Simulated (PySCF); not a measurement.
C5H15SSi2, doublet, geometry from GFN2-xTB; PBE0/STO-3G (PySCF).

PySCF was given this input:
```python
from pyscf import gto, scf, dft

mol = gto.M(
    atom='''
C     2.27982893    1.45220088   -1.18900881
Si    1.79304246   -0.19160751   -0.35023730
C     3.27416118   -0.91484965    0.60267081
S     0.23603998    0.20138557    1.13194442
Si   -1.59908223   -0.08893762    0.00950659
C    -1.60305935    1.02219731   -1.53753624
C    -1.70278337   -1.91660868   -0.51378250
C    -3.00073635    0.38638542    1.20194652
H     1.44299898    1.90746138   -1.70918053
H     2.62686229    2.16013378   -0.43826351
H     3.08098887    1.30359946   -1.90630004
H     3.01437803   -1.84673635    1.09456145
H     4.11310705   -1.10391006   -0.05980979
H     3.59921594   -0.21605138    1.37097516
H    -0.85289492    0.70173759   -2.25484936
H    -1.39874948    2.05742002   -1.28124988
H    -2.56875754    0.99010428   -2.03177925
H    -1.67999968   -2.57201311    0.35142387
H    -2.62180868   -2.11520663   -1.05573329
H    -0.86922933   -2.18978299   -1.15501555
H    -3.97372896    0.23450211    0.74455706
H    -2.96004790   -0.21097355    2.10774044
H    -2.92888372    1.42922661    1.49630364
''',
    basis='sto-3g',
    spin=1,
    verbose=4,
)

mf = dft.UKS(mol)
mf.xc = 'pbe0'
mf.kernel()
mf.analyze()
```

### Question
Predict the main parts of the log of this PySCF run.

### Answer

```
PySCF version 2.14.0

[INPUT] verbose = 4
[INPUT] num. atoms = 23
[INPUT] num. electrons = 89
[INPUT] charge = 0
[INPUT] spin (= nelec alpha-beta = 2S) = 1
[INPUT] symmetry False subgroup None
[INPUT] Mole.unit = angstrom
[INPUT] Symbol           X                Y                Z      unit          X                Y                Z       unit  Magmom
[...]
nuclear repulsion = 632.961472224771
number of shells = 45
number of NR pGTOs = 201
number of NR cGTOs = 67
basis = sto-3g
ecp = {}

******** <class 'pyscf.dft.uks.UKS'> ********
method = UKS
initial guess = minao
damping factor = 0
level_shift factor = 0
DIIS = <class 'pyscf.scf.diis.CDIIS'>
diis_start_cycle = 1
diis_space = 8
diis_damp = 0
SCF conv_tol = 1e-09
SCF conv_tol_grad = None
SCF max_cycles = 50
direct_scf = True
direct_scf_tol = 1e-13
number electrons alpha = 45  beta = 44
XC library pyscf.dft.libxc version 7.1.2
    S. Lehtola, C. Steigemann, M. J. T. Oliveira, and M. A. L. Marques,  SoftwareX 7, 1–5 (2018)
XC functionals = pbe0
    C. Adamo and V. Barone,  J. Chem. Phys. 110, 6158 (1999)
    M. Ernzerhof and G. E. Scuseria,  J. Chem. Phys. 110, 5029 (1999)
radial grids:
    Treutler-Ahlrichs [JCP 102, 346 (1995); DOI:10.1063/1.469408] (M4) radial grids

becke partition: Becke, JCP 88, 2547 (1988); DOI:10.1063/1.454033
pruning grids: <function nwchem_prune>
grids dens level: 3
symmetrized grids: False
atomic radii adjust function: <function treutler_atomic_radii_adjust>
small_rho_cutoff = 0
Set gradient conv threshold to 3.16228e-05
tot grids = 274952
init E= -1162.42000766539

cycle= 1 E= -1162.66237110793  delta_E= -0.242  |g|= 0.352  |ddm|= 3.95
cycle= 2 E= -1162.66098708173  delta_E= 0.00138  |g|= 0.352  |ddm|= 1.28
cycle= 3 E= -1162.75946595035  delta_E= -0.0985  |g|= 0.0543  |ddm|= 0.74
cycle= 4 E= -1162.76202252145  delta_E= -0.00256  |g|= 0.0108  |ddm|= 0.123
cycle= 5 E= -1162.76216890606  delta_E= -0.000146  |g|= 0.00321  |ddm|= 0.0379
cycle= 6 E= -1162.76218549156  delta_E= -1.66e-05  |g|= 0.000927  |ddm|= 0.0119
cycle= 7 E= -1162.76218770505  delta_E= -2.21e-06  |g|= 0.000403  |ddm|= 0.0055
cycle= 8 E= -1162.76218797754  delta_E= -2.72e-07  |g|= 0.000114  |ddm|= 0.00196
cycle= 9 E= -1162.76218799503  delta_E= -1.75e-08  |g|= 4.61e-05  |ddm|= 0.000447
cycle= 10 E= -1162.76218799722  delta_E= -2.19e-09  |g|= 1.07e-05  |ddm|= 0.000116
cycle= 11 E= -1162.76218799741  delta_E= -1.87e-10  |g|= 3.71e-06  |ddm|= 4.12e-05
Extra cycle  E= -1162.76218799742  delta_E= -1e-11  |g|= 3.07e-06  |ddm|= 1.12e-05
converged SCF energy = -1162.76218799742  <S^2> = 0.75107475  2S+1 = 2.0010745
**** SCF Summaries ****
Total Energy =                       -1162.762187997418323
Nuclear Repulsion Energy =             632.961472224770887
One-electron Energy =                -2871.009623294099129
Two-electron Energy =                 1075.285963071909919
Two-electron Coulomb Energy =         1175.376920978398857
DFT Exchange-Correlation Energy =     -100.090957906489038
**** MO energy ****
                             alpha | beta                alpha | beta
[...]
To work with the spin densities directly, `use mulliken_meta_spin()` only printing them here.

 ** Mulliken spin pop alpha/beta on meta-lowdin orthogonal AOs **
 ** Mulliken Spin Density (per AO)  **
spin_pop of  0 C 1s        0.00000
spin_pop of  0 C 2s        0.00670
spin_pop of  0 C 2px       0.00433
spin_pop of  0 C 2py       0.02663
spin_pop of  0 C 2pz       0.00084
spin_pop of  1 Si 1s        0.00000
spin_pop of  1 Si 2s        0.00001
spin_pop of  1 Si 3s        0.16226
spin_pop of  1 Si 2px       0.00001
spin_pop of  1 Si 2py       0.00012
spin_pop of  1 Si 2pz       0.00014
spin_pop of  1 Si 3px       0.07461
spin_pop of  1 Si 3py       0.26122
spin_pop of  1 Si 3pz       0.29574
spin_pop of  2 C 1s        0.00000
spin_pop of  2 C 2s        0.00282
spin_pop of  2 C 2px       0.01078
spin_pop of  2 C 2py      -0.00157
spin_pop of  2 C 2pz       0.00625
spin_pop of  3 S 1s       -0.00000
spin_pop of  3 S 2s       -0.00000
spin_pop of  3 S 3s       -0.00051
spin_pop of  3 S 2px       0.00000
spin_pop of  3 S 2py       0.00005
spin_pop of  3 S 2pz       0.00004
spin_pop of  3 S 3px       0.00644
spin_pop of  3 S 3py       0.06164
spin_pop of  3 S 3pz       0.04757
spin_pop of  4 Si 1s        0.00000
spin_pop of  4 Si 2s        0.00000
spin_pop of  4 Si 3s        0.00124
spin_pop of  4 Si 2px       0.00001
spin_pop of  4 Si 2py      -0.00000
spin_pop of  4 Si 2pz       0.00000
spin_pop of  4 Si 3px       0.00341
spin_pop of  4 Si 3py      -0.00042
spin_pop of  4 Si 3pz       0.00087
spin_pop of  5 C 1s       -0.00000
spin_pop of  5 C 2s       -0.00003
spin_pop of  5 C 2px       0.00009
spin_pop of  5 C 2py      -0.00009
spin_pop of  5 C 2pz      -0.00004
spin_pop of  6 C 1s       -0.00000
spin_pop of  6 C 2s        0.00002
spin_pop of  6 C 2px       0.00032
spin_pop of  6 C 2py       0.00170
spin_pop of  6 C 2pz       0.00091
spin_pop of  7 C 1s       -0.00000
spin_pop of  7 C 2s       -0.00017
spin_pop of  7 C 2px      -0.00036
spin_pop of  7 C 2py      -0.00007
spin_pop of  7 C 2pz      -0.00022
spin_pop of  8 H 1s       -0.00102
spin_pop of  9 H 1s        0.01483
spin_pop of  10 H 1s       -0.00121
spin_pop of  11 H 1s       -0.00016
spin_pop of  12 H 1s       -0.00039
spin_pop of  13 H 1s        0.01511
spin_pop of  14 H 1s       -0.00005
spin_pop of  15 H 1s        0.00003
spin_pop of  16 H 1s       -0.00004
spin_pop of  17 H 1s       -0.00006
spin_pop of  18 H 1s       -0.00008
spin_pop of  19 H 1s       -0.00026
spin_pop of  20 H 1s       -0.00006
spin_pop of  21 H 1s        0.00005
spin_pop of  22 H 1s        0.00002
 ** Mulliken Spin Density (per atom)  **
spin density of  0 C =      0.03850
spin density of  1 Si =      0.79411
spin density of  2 C =      0.01828
spin density of  3 S =      0.11522
spin density of  4 Si =      0.00511
spin density of  5 C =     -0.00006
spin density of  6 C =      0.00294
spin density of  7 C =     -0.00081
spin density of  8 H =     -0.00102
spin density of  9 H =      0.01483
spin density of  10 H =     -0.00121
spin density of  11 H =     -0.00016
spin density of  12 H =     -0.00039
spin density of  13 H =      0.01511
spin density of  14 H =     -0.00005
spin density of  15 H =      0.00003
spin density of  16 H =     -0.00004
spin density of  17 H =     -0.00006
spin density of  18 H =     -0.00008
spin density of  19 H =     -0.00026
spin density of  20 H =     -0.00006
spin density of  21 H =      0.00005
spin density of  22 H =      0.00002
 ** Mulliken pop alpha/beta on meta-lowdin orthogonal AOs **
 ** Mulliken pop       alpha | beta **
In total            45.00000 | 44.00000
 ** Mulliken atomic charges   ( Nelec_alpha | Nelec_beta ) **
charge of  0C =     -0.29355  (     3.16603      3.12753 )
charge of  1Si =      0.38355  (     7.20528      6.41117 )
charge of  2C =     -0.29305  (     3.15567      3.13738 )
charge of  3S =     -0.17441  (     8.14482      8.02959 )
charge of  4Si =      0.57188  (     6.71661      6.71150 )
charge of  5C =     -0.30189  (     3.15092      3.15098 )
charge of  6C =     -0.30122  (     3.15208      3.14914 )
charge of  7C =     -0.29708  (     3.14814      3.14895 )
charge of  8H =      0.04475  (     0.47712      0.47813 )
charge of  9H =      0.04670  (     0.48407      0.46924 )
charge of  10H =      0.04434  (     0.47723      0.47843 )
charge of  11H =      0.04641  (     0.47671      0.47688 )
charge of  12H =      0.04463  (     0.47749      0.47788 )
charge of  13H =      0.04679  (     0.48416      0.46905 )
charge of  14H =      0.04562  (     0.47716      0.47721 )
charge of  15H =      0.04892  (     0.47555      0.47552 )
charge of  16H =      0.04772  (     0.47612      0.47616 )
charge of  17H =      0.04914  (     0.47540      0.47546 )
charge of  18H =      0.04722  (     0.47635      0.47643 )
charge of  19H =      0.04516  (     0.47729      0.47755 )
charge of  20H =      0.04761  (     0.47616      0.47622 )
charge of  21H =      0.05045  (     0.47480      0.47475 )
charge of  22H =      0.05031  (     0.47486      0.47484 )
Dipole moment(X, Y, Z, Debye): -0.53704, -0.41233, -1.22411
```
